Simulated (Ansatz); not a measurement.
Input file for `Br[B]1O[CH2][InH]1`:

```yaml
crystal:
  periodic: [false, false, false]
  atoms:
    - {symbol: Br, position_ang: [-2.949740, -1.009696, -0.973702]}
    - {symbol: B, position_ang: [-1.211665, -0.484440, -0.364172]}
    - {symbol: O, position_ang: [-0.689393, 0.699775, -0.712628]}
    - {symbol: C, position_ang: [0.642365, 0.924561, -0.151608]}
    - {symbol: In, position_ang: [0.613716, -1.068203, 0.863621]}
    - {symbol: H, position_ang: [1.331937, 1.087783, -0.981617]}
    - {symbol: H, position_ang: [0.600580, 1.829735, 0.456687]}
    - {symbol: H, position_ang: [1.662190, -1.979515, 1.863419]}
basis:
  gaussian: {orbitals: def2-TZVPP}
correlation: {method: ccsd_t}
output: {orbitals: {seedname: orbitals}}
```

```sh
$ ansatz run in.yaml --threads 4 --pin off --events-out ev --progress --plain --max-ram 10444MiB
```

Output of Ansatz, abridged:

```
Functional definition: HF
1639 factors; integrals over basis functions are off by at most 8.5e-4 eV
mean field evaluation 1: about -78932.2912 eV, gradient 3.7e1 eV
mean field evaluation 2: about -78932.4776 eV, gradient 3.7e1 eV
mean field evaluation 4: about -78936.0080 eV, gradient 4.4e0 eV
mean field evaluation 8: about -78936.1017 eV, gradient 4.2e-1 eV
mean field -78936.10289263 eV, -2900.8482764918 hartree, gradient 7.7e-6 eV, S^2 0.000000; 0 other end points of the search recorded, 0 dependent functions left out
16 core orbitals not correlated: weight in the atoms' cores, before any rotation towards them, 1.000 or more for the frozen orbitals, at most 0.000 for the correlated occupied ones
reference -78936.10289263 eV, -2900.8482764918 hartree; 23, 23 occupied and 194, 194 virtual orbitals, 1639 factors
second order -28.86157811 eV of doubles, -0.00000000 eV of singles
cycle   1  -28.35245058 eV  change    5.1e-1 eV  update   1.3e-1
cycle   2  -29.08340647 eV  change   -7.3e-1 eV  update   4.0e-2
cycle   3  -29.23972001 eV  change   -1.6e-1 eV  update   2.3e-2
cycle   4  -29.22021859 eV  change    2.0e-2 eV  update   7.0e-3
cycle   5  -29.21379775 eV  change    6.4e-3 eV  update   3.4e-3
cycle   6  -29.21573164 eV  change   -1.9e-3 eV  update   1.2e-3
cycle   7  -29.21559654 eV  change    1.4e-4 eV  update   4.9e-4
cycle   8  -29.21536215 eV  change    2.3e-4 eV  update   1.8e-4
cycle   9  -29.21548114 eV  change   -1.2e-4 eV  update   7.4e-5
cycle  10  -29.21551658 eV  change   -3.5e-5 eV  update   2.9e-5
perturbative correction -1.17232440 eV, -0.0430821269 hartree
Total energy: -78966.49073361 eV, -2901.9650090503 hartree
```

It took 3.5 min on 4 threads of an Arm Neoverse V2 on a shared host, with 4.8 GiB of host memory at the peak.

MP2 recovers 95.0 % of the CCSD(T) correlation energy and the triples give 3.9 %; T1 = 0.0141.
